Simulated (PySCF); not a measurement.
Computed shifts of a molecule C4H7Cl, PBE0/pcSseg-1 (PySCF), GIAO, gas phase, atoms alike by connectivity averaged where their shifts nearly agree, in ppm (number of nuclei): ¹³C: 61.2 (1), 40.1 (2), 20.4 (1). ¹H: 4.37 (1), 2.62 (2), 2.41 (2), 2.10 (1), 1.88 (1). References: ³⁵Cl against HCl (σ = 945.9 ppm); ¹³C against TMS (σ = 186.3 ppm); ¹H against TMS (σ = 31.56 ppm), references at their B3LYP-D3(BJ)/def2-TZVP geometries, non-relativistic (without spin–orbit terms, shifts of atoms bonded to Cl or Br come out too high). Geometry optimised at r2SCAN-D4/def2-SVP. Other conformers were not sampled.

### Question
Pick the molecule that these values belong to.
A. C=CCCCl
B. ClC1CCC1
C. C[C@@H]1C[C@H]1Cl
D. CC1(Cl)CC1

### Answer
B, ClC1CCC1
